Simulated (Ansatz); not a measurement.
Total energies of B₆N from Ansatz at PBE0-D4/def2-TZVPD, gas phase (1 Eh = 27.2114 eV = 2625.5 kJ/mol). The reference geometry is relaxed at B3LYP-D4/def2-SVP.

```xyz
7

N    -0.534    1.812    0.916
B     0.703   -2.033   -0.052
B     0.399   -0.875    0.884
B    -0.235    0.251   -1.387
B     0.284   -1.202   -1.268
B    -0.076    0.607    1.277
B    -0.541    1.440   -0.371
```

```json
{"state": "charge 0 doublet", "geometry": "reference", "energy (Eh)": "-203.42612"}
{"state": "charge -1 triplet", "geometry": "reference", "energy (Eh)": "-203.50500"}
{"state": "free N atom (quartet)", "geometry": "–", "energy (Eh)": "-54.54388"}
{"state": "free B atom (doublet)", "geometry": "–", "energy (Eh)": "-24.61833"}
```

Problem. Work out the vertical electron affinity, to the triplet.

Solution. E(charge 0 doublet) − E(charge -1 triplet) = -203.42612 − (-203.50500) = 0.07888 Eh = 2.15 eV.

Problem. What is the binding energy per atom against free atoms?

Solution. Atoms: 1 × (-54.54388) + 6 × (-24.61833) = -202.25386 Eh. Binding: -202.25386 − (-203.42612) = 1.17226 Eh = 31.90 eV, or 4.56 eV for each of 7 atoms (no zero-point energy, no counterpoise term).

The structure comes from a short search, and lower isomers may exist.
